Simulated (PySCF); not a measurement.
# Orbital picture of InO⁻

PBE0 at R = 1.941 Å; basis In aug-cc-pVDZ-PP with ECP28, O aug-cc-pVDZ; scalar-relativistic core potentials; PySCF 2.14. State: ¹Σ⁺ (singlet), closed shell. Only the outer orbitals are listed, counted within each symmetry, core potentials removing the inner ones.

| orbital | occ. | ε (eV) | on In (%) | main shells (%) |
| --- | --- | --- | --- | --- |
| 6σ | 2 | -3.81 | 67 | 66 In s, 31 O p |
| 3π | 2 | -0.93 | 13 | 87 O p, 12 In p |
| 3π | 2 | -0.93 | 13 | 87 O p, 12 In p |
| 7σ | 2 | -0.53 | 53 | 46 O p, 30 In s, 22 In p |
| 4π | 0 | 2.89 | 99 | 97 In p |
| 4π | 0 | 2.89 | 99 | 97 In p |
| 8σ | 0 | 3.00 | 90 | 80 In p, 13 O s |

Which are the highest filled and the lowest empty level, where do they sit, and how wide is the gap?

Highest filled 7σ at -0.53 eV (in %: 46 O p, 30 In s, 22 In p); lowest empty 4π at 2.89 eV (in %: 97 In p); the gap at PBE0 is 3.42 eV. An empty level above zero is unbound, and its energy depends on the basis.

```
bond order (Mayer)                                                                                                : 1.34
⟨S²⟩                                                                                                              : 0.000
charge on In (Mulliken, basis-dependent)                                                                          : 0.11
charge on In (Löwdin, basis-dependent)                                                                            : 0.15
dipole moment (positive dipole points towards O; it is taken about the centre of mass and depends on that origin) : -4.47 D
polarisability along the bond                                                                                     : 117.2 bohr³
polarisability across the bond                                                                                    : 88.5 bohr³
```

Spin–orbit coupling is left out.
